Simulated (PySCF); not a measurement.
**Ge (germanium, neutral) across methods**

[Ar] 3d10 4s1 4p3, high-spin 5S determinant (an excited configuration). Computed with PySCF 2.14 in x2c-TZVPPall with one added diffuse shell each of s, p, d type (7s6p5d1f, 57 functions), with scalar relativity by spin-free X2C-1e.

| method | E (hartree) | mean ε 3d β (eV) | mean ε 4s α (eV) | mean ε 4p α (eV) | Σ⟨r²⟩ (bohr²) | ⟨S²⟩ |
| --- | --- | --- | --- | --- | --- | --- |
| PBE | -2098.214 | -30.248 | -13.558 | -5.361 | 42.07 | 6.001 |
| BLYP | -2098.587 | -30.245 | -13.291 | -5.042 | 42.33 | 6.001 |
| UHF | -2096.91846 | -44.477 | -20.537 | -9.300 | 42.07 | 6.003 |
| PBE0 | -2098.257 | -34.014 | -15.451 | -6.447 | 41.77 | 6.001 |
| r2SCAN0 | -2098.481 | -34.482 | -15.993 | -6.681 | 41.50 | 6.002 |
| r2SCAN | -2098.507 | -30.823 | -14.332 | -5.708 | 41.55 | 6.002 |
| LDA | -2095.205 | -30.640 | -13.718 | -5.439 | 42.11 | 6.001 |
| B3LYP | -2098.548 | -33.430 | -14.979 | -6.076 | 42.02 | 6.001 |

Task: Estimate the same row for PBEsol.

Result: E (hartree) = -2096.651; mean ε 3d β (eV) = -30.239; mean ε 4s α (eV) = -13.570; mean ε 4p α (eV) = -5.352; Σ⟨r²⟩ (bohr²) = 41.94; ⟨S²⟩ = 6.002.
